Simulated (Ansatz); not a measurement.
Input file for `C[B](Br)[SnH3]`:

```yaml
crystal:
  periodic: [false, false, false]
  atoms:
    - {symbol: C, position_ang: [0.040921, 1.342017, -1.018295]}
    - {symbol: B, position_ang: [0.556679, -0.030695, -0.516509]}
    - {symbol: Br, position_ang: [2.039006, -0.868815, -1.397471]}
    - {symbol: Sn, position_ang: [-0.356698, -1.153568, 1.218974]}
    - {symbol: H, position_ang: [-0.025068, 2.048429, -0.182352]}
    - {symbol: H, position_ang: [0.624305, 1.788579, -1.824804]}
    - {symbol: H, position_ang: [-0.995904, 1.219105, -1.359637]}
    - {symbol: H, position_ang: [-0.894017, -2.700247, 0.731656]}
    - {symbol: H, position_ang: [-1.695842, -0.319485, 1.885233]}
    - {symbol: H, position_ang: [0.789719, -1.376520, 2.466106]}
basis:
  gaussian: {orbitals: def2-TZVPP}
correlation: {method: ccsd_t}
output: {orbitals: {seedname: orbitals}}
```

```sh
$ ansatz run in.yaml --threads 4 --pin off --events-out ev --progress --plain --max-ram 10444MiB
```

Log, shortened:

```
Functional definition: HF
1624 factors; integrals over basis functions are off by at most 9.7e-4 eV
mean field evaluation 1: about -77600.0648 eV, gradient 2.7e1 eV
mean field evaluation 2: about -77600.2151 eV, gradient 2.7e1 eV
mean field evaluation 4: about -77602.6007 eV, gradient 2.9e0 eV
mean field evaluation 8: about -77602.6448 eV, gradient 1.9e-1 eV
mean field -77602.64494738 eV, -2851.8446008542 hartree, gradient 1.3e-6 eV, S^2 0.000000; 0 other end points of the search recorded, 0 dependent functions left out
15 core orbitals not correlated: weight in the atoms' cores, before any rotation towards them, 1.000 or more for the frozen orbitals, at most 0.000 for the correlated occupied ones
reference -77602.64494738 eV, -2851.8446008542 hartree; 22, 22 occupied and 207, 207 virtual orbitals, 1624 factors
second order -24.25564624 eV of doubles, -0.00000000 eV of singles
cycle   1  -24.45612691 eV  change   -2.0e-1 eV  update   1.1e-1
cycle   2  -25.09017977 eV  change   -6.3e-1 eV  update   3.2e-2
cycle   3  -25.18425571 eV  change   -9.4e-2 eV  update   1.7e-2
cycle   4  -25.16721989 eV  change    1.7e-2 eV  update   5.1e-3
cycle   5  -25.16514055 eV  change    2.1e-3 eV  update   2.4e-3
cycle   6  -25.16557509 eV  change   -4.3e-4 eV  update   7.6e-4
cycle   7  -25.16529653 eV  change    2.8e-4 eV  update   2.7e-4
cycle   8  -25.16538755 eV  change   -9.1e-5 eV  update   8.7e-5
cycle   9  -25.16543385 eV  change   -4.6e-5 eV  update   3.1e-5
perturbative correction -0.86736571 eV, -0.0318751019 hartree
Total energy: -77628.67774694 eV, -2852.8012885923 hartree
```

Run time 3.6 min (4 threads of an Arm Neoverse V2 on a shared host); peak host memory 5.5 GiB.

The correlation energy is -26.033 eV, 3.3 % of it from (T); the T1 diagnostic reads 0.0122.
